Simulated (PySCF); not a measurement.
## Broadened absorption spectrum of C6H9N3

Species: C₆H₉N₃.
Geometry (GFN2-xTB, Å), atoms numbered from 1 in this order:
```xyz
18
C6H9N3 angstrom
C      2.5238    1.0382    1.8423
C      1.2079    1.0696    1.9825
N      0.2904    0.7516    0.9935
C      0.4775    0.3527   -0.2939
C     -0.7932    0.1866   -0.7957
C     -1.2432   -0.2692   -2.1382
C     -1.3190   -1.7959   -2.1986
N     -1.6641    0.4861    0.1998
N     -1.0220    0.8175    1.2464
H      3.0067    0.7549    0.9235
H      3.1662    1.3012    2.6617
H      0.7186    1.3537    2.9031
H      1.4415    0.2283   -0.7372
H     -0.5508    0.0975   -2.8993
H     -2.2317    0.1509   -2.3272
H     -0.3399   -2.2354   -2.0183
H     -1.6682   -2.1172   -3.1769
H     -2.0093   -2.1648   -1.4438
```

Computed, not measured: TDDFT PBE0/def2-SVPD, vertical, gas phase, core orbitals frozen in the response (PySCF).

Computed states:

```json
{"state": "S1", "E (eV)": "4.95", "f": "0.0030"}
{"state": "S2", "E (eV)": "5.40", "f": "0.300"}
{"state": "S3", "E (eV)": "5.76", "f": "0.149"}
{"state": "S4", "E (eV)": "6.75", "f": "0.0001"}
{"state": "S5", "E (eV)": "6.83", "f": "0.042"}
{"state": "S6", "E (eV)": "6.90", "f": "0.0070"}
```

Each state is given a Gaussian of 0.5 eV full width at half maximum, with ε(max) = 2.175×10⁸ f / Δν̃ (Δν̃ the width in cm⁻¹). The cross-section is σ = 3.8235×10⁻²¹ ε cm², given in Mb (10⁻¹⁸ cm²). The width is an assumption, not a result. The curve ends short of the highest state used, and states not computed would add to its high-energy end.

(1) Give the broadened spectrum and its maxima.

(2) Coming from long wavelengths, where does ε first pass 100 L mol⁻¹ cm⁻¹?

(3) On this curve, what absorbance would a 10⁻³ mol/L sample give at 222 nm over a 1 cm path?

Results:

(1) 
(E (eV), σ (Mb)): (4.20, 0.00), (4.27, 0.00), (4.35, 0.01), (4.42, 0.03), (4.49, 0.07), (4.56, 0.14), (4.63, 0.28), (4.71, 0.63), (4.78, 1.29), (4.85, 2.66), (4.92, 5.31), (5.00, 10.91), (5.07, 18.83), (5.14, 29.65), (5.21, 42.37), (5.29, 56.58), (5.36, 65.96), (5.43, 70.61), (5.50, 70.27), (5.57, 65.99), (5.65, 58.29), (5.72, 50.46), (5.79, 42.14), (5.86, 33.56), (5.94, 23.94), (6.01, 16.37), (6.08, 10.24), (6.15, 5.85), (6.23, 2.85), (6.30, 1.65)

Maxima: 227 nm (5.46 eV), ε about 19000, made up of S2 (84%) and S3 (16%) (ε in L mol⁻¹ cm⁻¹; maxima over ε = 5, shares over 10%).

(2) At about 266 nm (4.66 eV), 0.29 eV below S1.

(3) 222 nm is 5.585 eV, where ε is about 17000 L mol⁻¹ cm⁻¹, so A = ε c l ≈ 17 (Beer–Lambert, with the gas-phase spectrum and the assumed width).

Hardware: one thread, Arm Neoverse V2 (aarch64), no GPU (shared host). Cost: 67 s of wall time, 1.0 GiB resident at most.

One conformer stands for the species.
